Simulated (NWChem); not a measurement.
# Ionisation of F₅Te

```xyz
6

F      1.9422     0.0000    -0.1901
Te     0.0000     0.0000    -0.1658
F      0.0000    -1.9422    -0.1902
F      0.0000     1.9422    -0.1902
F      0.0000     0.0000     1.7183
F     -1.9422     0.0000    -0.1901
```
Charge 0, spin multiplicity 2.

Program: NWChem. All single points use one geometry, from UB3LYP/def2-SVP with def2 effective core potentials on Te, a minimum by its harmonic frequencies.

Basis set: def2-SVP. −ε marks an orbital energy of the parent.

Effective core potentials replace the inner electrons of Te; spin-orbit coupling is left out. B3LYP has NWChem's definition, with VWN1-RPA local correlation. The structure started from a generated list of species. The unpaired electrons of the parent sit in orbitals of symmetry a1 (C2v labels of the run); other states weren't searched. The stability of the SCF solutions was not checked. Open-shell Hartree-Fock references start from PBE0 orbitals.

Problem. One of these methods gave a first vertical ionisation energy of 9.51 eV. Which?
A) −ε(alpha HOMO) of M06-2X
B) −ε(alpha HOMO) of HF
C) −ε(alpha HOMO) of PBE
D) −ε(alpha HOMO) of B3LYP

Solution. D, −ε(alpha HOMO) of B3LYP. The others give 8.08 (−ε(alpha HOMO) of PBE), 14.14 (−ε(alpha HOMO) of HF), 11.36 (−ε(alpha HOMO) of M06-2X).
